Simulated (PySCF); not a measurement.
**Excitation energy of Pd⁺ by level of theory**

Pd⁺ [Kr] 4d9 (2D) → Pd⁺ [Kr] 4d8 5s1 (4F), as a difference of total energies. Calculation: PySCF 2.14, in aug-cc-pwCVTZ-PP with ECP28MDF; a scalar-relativistic core potential. Correlated levels: valence: 4s2 4p6 frozen; valence and next inner shell: nothing frozen outside the core potential. The calculations carry no spin-orbit coupling.

| method | excitation energy (eV) | error (eV) |
| --- | --- | --- |
| UHF | 2.279 | -0.915 |
| LDA | 2.981 | -0.213 |
| PBE | 2.843 | -0.351 |
| PBE0 | 2.894 | -0.300 |
| r2SCAN | 2.519 | -0.675 |
| M06 | 3.860 | +0.666 |
| B3LYP | 2.861 | -0.333 |
| B97-3 | 3.193 | -0.001 |
| MP2 (valence) | 3.306 | +0.112 |
| SCS-MP2 (valence) | 3.443 | +0.249 |
| MP2 (valence and next inner shell) | 3.175 | -0.019 |
| SCS-MP2 (valence and next inner shell) | 3.221 | +0.027 |

Reference: 3.194 eV (measured; NIST levels, between the centres of gravity of the two terms).

Errors of the correlated levels include the incompleteness of this basis and the frozen core.
